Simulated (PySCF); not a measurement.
# Electron correlation in Cd⁺ (cadmium, charge +1)

[Kr] 4d9 5s2, 2D determinant (an excited configuration). Calculation: PySCF 2.14, in aug-cc-pVTZ-PP with ECP28MDF; a scalar-relativistic core potential. Frozen: 4s2 4p6; 11 electrons correlated.

| level | correlation energy (mhartree) |
| --- | --- |
| CCSD | -382.14 |
| (T) | -14.01 |
| CCSD(T) | -396.15 |

Diagnostics: T1 = 0.013, D1 = 0.0446, largest double amplitude 0.075.

Cost of the coupled-cluster step: of the order of 40 core-seconds, for 11 correlated electrons.
